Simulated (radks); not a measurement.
The numbers below are computed, except where a source is named.
Q: These are the eigenvalues of the occupied orbitals of an atom or ion with whole-number occupations (eV). Level of theory: scalar-relativistic Kohn-Sham, PBEsol, spin-polarised, spherical densities, finite nucleus; Fermi nuclear charge, rms radius of each element as measured or else 0.836 A^(1/3) + 0.57 fm (a radial shooting solver on a logarithmic mesh with Libxc functionals).

1s up: -661.4263
1s down: -660.6809
2s up: -30.4861
2s down: -28.7948
2p up: -11.7997
2p down: -10.1575

Which element is it, and in what charge state? The configuration may be excited. Open shells, if any, are filled with parallel spins first.

A: Z = 9, fluorine, charge 0: F in [He] 2s2 2p5. The list shows which subshells hold electrons but not how many an open one holds; the 1s level, -24.307 hartree, gives Z - s = 7.0 by -(Z - s)^2/2, which with screening and relativity narrows Z to a few neighbours, and the depths of the outer levels then fix element, charge and occupations together.
